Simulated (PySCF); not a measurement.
**Electron correlation in Ir (iridium, neutral)**

[Xe] 4f14 5d7 6s2, high-spin 4F determinant. Calculation: PySCF 2.14, in aug-cc-pVTZ-PP with ECP60MDF (6s6p5d3f2g, 88 functions); a scalar-relativistic core potential. Frozen: 5s2 5p6; 9 electrons correlated.

```tsv
level	correlation energy (mhartree)
CCSD	-244.36
(T)	-12.02
CCSD(T)	-256.38
```

Diagnostics: T1 = 0.020, D1 = 0.0746, largest double amplitude 0.039.

Spin-orbit coupling, absent here, splits the open shell strongly.

Cost of the coupled-cluster step: roughly 60 core-seconds, for 9 correlated electrons.
